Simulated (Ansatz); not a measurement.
H$_{8}$OSi$_{2}$Sn, SMILES `O[SiH2][SnH2][SiH3]`, relaxed with RKS PBE0-D4/def2-TZVP in Ansatz from a PBE-D4/def2-SVP geometry. The force threshold is 0.005 eV/Å; the program also tests the step.

Charge 0, multiplicity 1. Sn takes the def2 core potential.

Start:

```xyz
12

O     1.717   -1.807    0.733
Si    0.057   -1.934    0.445
Sn   -1.047    0.414    0.448
Si    0.221    1.947   -1.202
H     1.953   -1.434    1.600
H    -0.627   -2.842    1.442
H    -0.063   -2.545   -0.920
H    -0.948    1.114    2.034
H    -2.727    0.342    0.029
H     0.145    1.380   -2.594
H     1.670    2.027   -0.801
H    -0.349    3.340   -1.216
```

How much energy does the relaxation release, and in how many steps? (An estimate is asked.)

The calculation gave: 4.99 kJ/mol, in 16 steps, 1 of them rejected.

Which bonds change most? (Best estimate.)

Ansatz gave: O1–Si2 from 1.690 to 1.654 Å; Sn3–Si4 from 2.584 to 2.563 Å; Sn3–H8 from 1.736 to 1.715 Å; Sn3–H9 from 1.733 to 1.712 Å.

Give the relaxed structure. (An estimate is asked.)

Computed: 
```xyz
12

O     1.670   -1.899    0.865
Si    0.073   -1.932    0.437
Sn   -0.963    0.425    0.438
Si    0.187    1.983   -1.240
H     1.889   -1.566    1.736
H    -0.711   -2.822    1.342
H     0.044   -2.503   -0.932
H    -0.824    1.106    2.006
H    -2.636    0.337    0.087
H     0.086    1.412   -2.610
H     1.625    2.127   -0.891
H    -0.441    3.332   -1.239
```
